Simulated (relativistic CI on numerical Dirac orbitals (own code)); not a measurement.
**What each ingredient does to the levels of Pd37+**

Base calculation: Dirac-Coulomb-Breit CI, orbitals from a KLI potential per configuration, model QED (radiative potential, 1s self-energy scaled to tabulated hydrogen-like ionisation energies), unscaled Slater integrals.

Configurations in the expansion (outside the closed core 1s2): 2s2.2p5, 2s.2p6, 2p6.3s, 2p6.3p, 2p6.3d, 2s2.2p4.3s, 2s2.2p4.3p, 2s2.2p4.3d, 2s.2p5.3s, 2s.2p5.3p, 2s.2p5.3d, 2s2.2p4.4s, 2s2.2p4.4p, 2s2.2p4.4d, 2s2.2p4.4f, 2s.2p5.4s, 2s.2p5.4p, 2s.2p5.4d, 2s.2p5.4f, 2s2.2p3.3s2, 2s2.2p4.5s, 2s2.2p3.3s.3p, 2s2.2p4.5p, 2s2.2p4.5d, 2s2.2p4.5f, 2s2.2p4.5g, 2s2.2p3.3p2, 2s2.2p3.3s.3d, 2s2.2p3.3p.3d, 2s.2p4.3s2, 2s2.2p3.3d2, 2s.2p4.3s.3p, 2s.2p5.5s, 2s.2p4.3p2, 2s.2p4.3s.3d, 2s.2p5.5p. Levels of other configurations are missing.

Variants: (1) valence Slater integrals scaled by 0.9; (2) configuration mixing switched off; (3) QED terms removed. Shifts of the energy above 2s2.2p5 2P°_3/2, in eV, for the lowest level and the first level of each name with at least 55 % of one term (blank where a level changes its place among those of its configuration and J or its character, or is not in the variant):

| Level | Base | Δ(1) | Δ(2) | Δ(3) |
| --- | --- | --- | --- | --- |
| 2s2.2p5 2P°_3/2 | 0.00 | 0.00 | 0.00 | 0.00 |
| 2s2.2p5 2P°_1/2 | 164.50 | +0.02 | -0.02 | -0.32 |
| 2s.2p6 2S_1/2 | 412.85 | +0.10 | +0.42 | +3.07 |
| 2s2.2p4.3s 4P_5/2 | 3024.92 | +0.92 | +0.50 | -0.69 |
| 2s2.2p4.3s 2P_3/2 | 3031.24 | +0.27 | +0.58 | -0.69 |
| 2s2.2p4.3s 2S_1/2 | 3057.19 | -1.73 | +3.25 | -0.67 |
| 2s2.2p4.3p 2P°_1/2 | 3122.63 | -0.87 | +2.86 | +0.23 |
| 2s2.2p4.3p 4D°_7/2 | 3138.73 | +0.86 | -0.56 | +0.14 |
| 2s2.2p4.3s 4P_3/2 | 3186.60 | +1.56 | +0.86 | -1.00 |
| 2s2.2p4.3s 2P_1/2 | 3191.97 | +1.02 | +0.90 | -1.01 |
| 2s2.2p4.3s 2D_5/2 | 3202.45 | -0.26 | +1.05 | -0.99 |
| 2s2.2p4.3s 2D_3/2 | 3205.36 | -0.48 | +0.96 | -1.00 |
| 2s2.2p4.3d 2F_7/2 | 3230.67 | +0.97 | -0.67 | +0.20 |
| 2s2.2p4.3d 4F_9/2 | 3231.63 | +0.89 | -0.85 | +0.20 |
| 2s2.2p4.3p 4P°_1/2 | 3253.66 | +1.87 | +0.11 | -0.09 |
| 2s2.2p4.3p 2F°_5/2 | 3271.23 | -0.23 | -0.40 | -0.09 |
| 2s2.2p4.3p 4D°_5/2 | 3298.31 | +1.77 | +0.44 | -0.16 |
| 2s2.2p4.3p 2F°_7/2 | 3314.66 | -0.18 | -0.49 | -0.18 |
| 2s2.2p4.3d 4D_1/2 | 3377.58 | +2.14 | -0.37 | -0.11 |
| 2s2.2p4.3d 4F_5/2 | 3389.76 | +0.77 | -0.52 | -0.08 |
| 2s2.2p4.3d 2G_7/2 | 3397.69 | -0.17 | -0.82 | -0.09 |
| 2s.2p5.3s 4P°_5/2 | 3403.12 | +1.91 | -2.80 | +2.38 |

At this charge energies of transitions that change n are usually good to better than 1 %, and those within a shell (Δn = 0) to a few per cent.

Ionisation energy from the two ground configurations alone: base 5468.23 eV. The NIST ASD value (semi-empirical) is 5475 eV.

LS names give the leading component of a level, which can be under half, so a name can repeat, a term be missing and a line seem to break the LS rules.
